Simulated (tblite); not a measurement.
Give a GFN2-xTB geometry of `[CH2]C#C[C@@H](C#N)/C=N/C` [radical]. (Doublet state.)

```
atom  x, y, z in Å
C1     3.761    0.432   -0.019
C2     2.498    0.029    0.230
C3     1.360   -0.367    0.441
C4    -0.003   -0.775    0.720
C5    -0.261   -0.581    2.136
N6    -0.449   -0.401    3.248
C7    -0.975    0.068   -0.074
N8    -1.793   -0.491   -0.837
C9    -2.721    0.267   -1.611
H10    4.499   -0.264   -0.374
H11    4.050    1.454    0.143
H12   -0.158   -1.832    0.467
H13   -0.890    1.154    0.068
H14   -3.726   -0.060   -1.343
H15   -2.562    0.022   -2.662
H16   -2.634    1.352   -1.466
```

Orientation and origin are arbitrary. Atoms count from 1 in this order. N8 (nitrogen bonded to 2 C) is bent (angle 121.2°). The 3 C–N bonds span 1.142 Å (C5≡N6, drawn triple) to 1.426 Å (N8–C9, drawn single), a spread of 0.284 Å. The 5 C–C bonds span 1.223 Å (C2≡C3, drawn triple) to 1.513 Å (C4–C7, drawn single), a spread of 0.290 Å. Of the pairs four or more bonds apart, H13···H16 is among the closest relative to their van der Waals radii: 2.33 Å, 97 % of the sum of Bondi's values.

Bonds between heavy atoms (Å): C1–C2 1.349, C2≡C3 1.223, C3–C4 1.450, C4–C5 1.452, C5≡N6 1.142, C4–C7 1.513, C7=N8 1.251, N8–C9 1.426.

Computed geometry: GFN2-xTB, gas phase. This method treats the open shell by occupation alone, without spin polarisation.

Point group: C1 (no symmetry element, even within 0.4 Å). Its GFN2-xTB frequencies are all real (lowest 25 cm⁻¹). Torsions: C3–C4–C7–N8 124°. 2 starts were optimised and ended at 0.00 and 0.21 kcal/mol (GFN2-xTB); the lowest of these is shown.

One conformer stands for the species.
